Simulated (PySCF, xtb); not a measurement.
THF (C₄H₈O), SMILES C1CCOC1. Other conformers were not sampled.

Harmonic wavenumbers (cm⁻¹) from GFN2-xTB (xtb 6.7.1) at its own minimum, in rising order: 12, 225, 585, 660, 859, 876, 935, 947, 987, 989, 1085, 1095, 1136, 1151, 1162, 1206, 1219, 1282, 1305, 1313, 1314, 1474, 1481, 1495, 1501, 2871, 2874, 2949, 2952, 2988, 3001, 3026, 3029.

Q: What does PBE-D3(BJ)/def2-SVP run with PySCF give at its own minimum? (Estimate from the structure and the level; the computed values follow.)

A: 65, 265, 561, 661, 826, 863, 887, 907, 921, 940, 1010, 1084, 1128, 1142, 1154, 1209, 1214, 1255, 1289, 1312, 1345, 1407, 1419, 1448, 1463, 2901, 2909, 2983, 2984, 2996, 2996, 3053, 3060. Paired by order, the mean absolute difference is 30 cm⁻¹ and the zero-point energies are 71.5 and 71.0 kcal/mol.
